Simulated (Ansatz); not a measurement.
```yaml
crystal:
  periodic: [false, false, false]
  atoms:
    - {symbol: C, position_ang: [-1.466456, -2.122160, 1.627052]}
    - {symbol: C, position_ang: [-0.685841, -1.290045, 0.893527]}
    - {symbol: Al, position_ang: [0.623215, -0.416817, -0.323129]}
    - {symbol: O, position_ang: [1.725922, -0.437356, -1.457109]}
    - {symbol: C, position_ang: [0.396379, 1.972420, -0.121721]}
    - {symbol: F, position_ang: [-0.452789, 1.915902, 0.823864]}
    - {symbol: H, position_ang: [-1.776750, -3.011556, 2.057111]}
    - {symbol: H, position_ang: [1.768004, -1.317287, -1.905995]}
    - {symbol: H, position_ang: [-0.145349, 2.348878, -0.839026]}
    - {symbol: H, position_ang: [1.046382, 2.528701, 0.310592]}
basis:
  gaussian: {orbitals: def2-SVPD}
magnetization: {spin_polarized: true, initial_magnetization: 2}
hamiltonian: {xc: {name: CCSD(T)}, dispersion: d3bj}
```

```sh
$ ansatz run in.yaml --threads 4 --pin off --events-out ev --progress --plain --max-ram 10444MiB
```

Output, abridged:

```
Error: YAML parse error: error: line 17 column 19: hamiltonian.xc: no functional is named "CCSD(T)"; the names, which are not case-sensitive, are SVWN5, SPW92, PBE, PBE0, PBEsol, revPBE, revPBE0, RPBE, rPW86-PBE, HSE06, wPBEh, LC-wPBE, HISS, HF, BLYP, B3LYP, B3LYP5, BHLYP, CAM-B3LYP, r2SCAN, r2SCANh, r2SCAN0, r2SCAN50, m-r2SCAN, B97, wB97, wB97X, wB97X-V, B97M-V, wB97M-V, B2PLYP, B2GP-PLYP, PBE0-DH, PBE-QIDH
15 |   gaussian: {orbitals: def2-SVPD}
16 | magnetization: {spin_polarized: true, initial_magnetization: 2}
17 | hamiltonian: {xc: {name: CCSD(T)}, dispersion: d3bj}
```

Q: Something in this input is off. What?

A: The method's name isn't one that the program takes here. The program refused the input.

HSE06 is defined as in plane-wave codes.
